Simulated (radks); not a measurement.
Results of a calculation; reference values are marked as such.
Er LII, configuration [Ne] 3s2 3p5.

Level of theory: scalar-relativistic Kohn-Sham, BLYP, spin-polarised, spherical densities, finite nucleus; open shells are filled with parallel spins first (spin-orbit coupling, left out, can overturn this in heavy ions); Fermi nuclear charge, rms radius 5.2516 fm (a radial shooting solver on a logarithmic mesh with Libxc functionals).

Energy parts (hartree):
part                       energy
total                 -10532.6584
kinetic                11604.1841
electron-nucleus      -23224.0279
Hartree                 1241.9109
exchange-correlation    -154.7256

Orbitals (lengths in bohr, moments of r in powers of bohr; <r^-3> diverges for s and p1/2; r(max) is where P^2 peaks; r(90%) holds 90 % of the orbital's charge):
orbital  occ.  eigenvalue (hartree)       <r^4>   r(max)  <r^-3>  r(90%)
1s up       1             -2238.902   8.635e-07  0.01286       -  0.0369
1s down     1             -2238.783   8.634e-07  0.01286       -  0.0369
2s up       1             -480.7568   0.0001274  0.07290       -   0.132
2s down     1             -480.6758   0.0001273  0.07291       -   0.132
2p up       3             -440.8036  0.00009556  0.05922   14600   0.123
2p down     3             -440.6861  0.00009550  0.05924   14600   0.123
3s up       1             -187.6866    0.003594   0.1973       -   0.303
3s down     1             -187.3659    0.003600   0.1973       -   0.303
3p up       3             -175.6416    0.003510   0.1919    3834   0.302
3p down     2             -175.3193    0.003516   0.1919    3832   0.302

The highest occupied level is 3p down at -4770.7 eV. Spin moment in Bohr magnetons: 1. For comparison, the ionisation energy in NIST's Atomic Spectra Database is 4748 eV (theoretical). In exact Kohn-Sham theory the highest level is minus the ionisation energy, but local and semilocal functionals leave it too shallow, through self-interaction and a potential that decays too fast; potentials with the right tail come closer. The spin density at the nucleus is -13.18 e/bohr^3 (1s -28.87, 2s 3.08, 3s 12.61). The electron density at the nucleus is 9.206e+05 e/bohr^3 (large components only).
